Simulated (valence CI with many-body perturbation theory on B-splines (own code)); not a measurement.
# Forbidden lines of In XXVII

Calculated by relativistic CI+MBPT: five valence electrons over a frozen Dirac-Fock core [Ar], a basis of 7 s, 7 p, 8 d, 6 f, 4 g, 1 h functions for each j, with the one-electron correlation potential Σ1, the two-electron term Σ2, the three-electron term Σ3, Breit, model QED; selected CI, second order for the rest, scaled by the run's own slope (own B-spline code, finite nucleus).

No measured spectrum was set against this ion. As an estimate, large intervals hold to a few tenths of a per cent, small ones and those within an open d or f shell to about a per cent. Only levels of the ground parity were solved; by the run's estimate the other parity begins above the list, which can be wrong where configurations are misplaced.

Lines 51 to 100 of 120 in falling wavelength, among levels below 514470 cm⁻¹, chosen from the decays that carry over 1 % of a level's rate. Wavelengths and rates use the calculated energies. S is in atomic units (e²a₀⁴ for E2 and M2, e²a₀⁶ for E3), for M1 in squared Bohr magnetons. Weak lines are less certain than strong ones. Lines between different terms over intervals too small for the method are left out, as are lines whose strength nearly cancels.

Names give the largest LS component (configuration and term), which can be under half, so a name can repeat, a term be missing and a line seem to break the LS rules; names also repeat where a configuration has a term twice. Letters in brackets count levels of one name in rising energy.

```
λ vac (nm)           Upper           Lower  Type   A (s⁻¹)  S (a.u.)
     132.5  3d5 2D_3/2 [a]      3d5 4D_1/2    M1  6.80e+02  2.35e-01
     128.8      3d5 2H_9/2      3d5 4D_7/2    M1  6.16e+02  4.87e-01
     122.8  3d5 2G_9/2 [a]     3d5 4G_11/2    M1  1.47e+03  1.01e+00
     121.8      3d5 4F_5/2      3d5 4D_7/2    M1  2.09e+02  8.40e-02
     119.0     3d5 2I_13/2     3d5 4G_11/2    M1  6.07e+02  5.30e-01
     118.6      3d5 4F_3/2      3d5 4P_3/2    M1  7.89e+03  1.95e+00
     117.7      3d5 2S_1/2      3d5 4F_3/2    M1  7.46e+02  9.02e-02
     117.3  3d5 4G_5/2 [a]      3d5 6S_5/2    M1  5.71e+03  2.05e+00
     115.2  3d5 2G_9/2 [a]      3d5 4G_7/2    M1  1.66e+03  9.40e-01
     113.6  3d5 2G_7/2 [a]      3d5 4D_7/2    M1  3.96e+01  1.72e-02
     113.1  3d5 2F_5/2 [a]  3d5 4G_5/2 [b]    M1  1.03e+04  3.30e+00
     113.0      3d5 4F_7/2  3d5 2G_9/2 [a]    M1  4.89e+03  2.09e+00
     110.7     3d5 2H_11/2     3d5 2I_13/2    M1  2.62e+03  1.58e+00
     109.9  3d5 2D_5/2 [a]  3d5 4G_5/2 [a]    M1  2.81e+03  8.28e-01
     107.6     3d5 2H_11/2  3d5 2G_9/2 [a]    M1  1.99e+03  1.10e+00
     105.5      3d5 2S_1/2      3d5 4D_3/2    M1  1.12e+03  9.71e-02
     105.4  3d5 2G_9/2 [b]  3d5 2G_9/2 [a]    M1  2.10e+02  9.12e-02
     104.3  3d5 2F_5/2 [b]  3d5 2D_5/2 [a]    M1  2.54e+03  6.42e-01
     103.5  3d5 2D_3/2 [a]  3d5 2D_5/2 [a]    M1  2.39e+03  3.94e-01
     102.4      3d5 2S_1/2      3d5 4D_1/2    M1  1.69e+02  1.35e-02
     102.3  3d5 2F_5/2 [a]      3d5 4P_3/2    M1  9.29e+02  2.21e-01
     99.19      3d5 4F_7/2  3d5 2F_7/2 [a]    M1  2.88e+03  8.33e-01
     98.31  3d5 2F_5/2 [a]      3d5 4G_7/2    M1  1.74e+03  3.67e-01
     97.45  3d5 2F_7/2 [b]  3d5 2D_5/2 [a]    M1  1.82e+03  5.00e-01
     97.26  3d5 2F_5/2 [b]      3d5 4D_7/2    M1  3.92e+03  8.02e-01
     91.45     3d5 2H_11/2     3d5 2I_11/2    M1  1.07e+04  3.65e+00
     91.28  3d5 2F_7/2 [b]      3d5 4D_7/2    M1  5.09e+03  1.15e+00
     90.71      3d5 2H_9/2      3d5 4G_9/2    M1  6.87e+03  1.90e+00
     90.06  3d5 2F_7/2 [a]  3d5 4G_5/2 [a]    M1  3.61e+02  7.81e-02
     89.83  3d5 2G_9/2 [b]     3d5 2I_11/2    M1  1.58e+03  4.24e-01
     86.92      3d5 4D_3/2  3d5 4G_5/2 [a]    M1  6.55e+01  6.38e-03
     85.96      3d5 4F_5/2  3d5 4G_5/2 [b]    M1  3.41e+03  4.82e-01
     83.43      3d5 2H_9/2     3d5 4G_11/2    M1  2.73e+03  5.89e-01
     82.92  3d5 2G_7/2 [a]      3d5 4G_9/2    M1  1.80e+03  3.05e-01
     82.09      3d5 4G_7/2      3d5 6S_5/2    M1  6.56e+02  1.08e-01
     81.79  3d5 2G_7/2 [a]  3d5 4G_5/2 [b]    M1  9.43e+01  1.53e-02
     80.08      3d5 4F_3/2  3d5 4G_5/2 [a]    M1  5.98e+03  4.55e-01
     79.87      3d5 2H_9/2      3d5 4G_7/2    M1  2.53e+03  4.79e-01
     79.59      3d5 4F_5/2      3d5 4P_3/2    M1  3.00e+02  3.36e-02
     79.49      3d5 4P_3/2      3d5 6S_5/2    M1  1.03e+04  7.70e-01
     78.90  3d5 2D_3/2 [a]      3d5 4P_1/2    M1  3.35e+02  2.44e-02
     78.27      3d5 4F_7/2      3d5 4D_7/2    M1  1.60e+03  2.28e-01
     77.15      3d5 4F_5/2      3d5 4G_7/2    M1  3.21e+03  3.28e-01
     74.54  3d5 2G_9/2 [b]      3d5 4D_7/2    M1  3.04e+03  4.66e-01
     74.02  3d5 4G_5/2 [b]      3d5 6S_5/2    M1  3.44e+03  3.10e-01
     72.96  3d5 2F_5/2 [b]  3d5 4G_5/2 [b]    M1  4.35e+03  3.76e-01
     72.32  3d5 2F_5/2 [a]  3d5 4G_5/2 [a]    M1  9.04e+02  7.61e-02
     70.35  3d5 2F_7/2 [b]      3d5 4G_9/2    M1  5.41e+03  5.59e-01
     69.54  3d5 2F_7/2 [b]  3d5 4G_5/2 [b]    M1  2.26e+02  2.25e-02
     68.32  3d5 2F_5/2 [b]      3d5 4P_3/2    M1  1.29e+03  9.12e-02
```
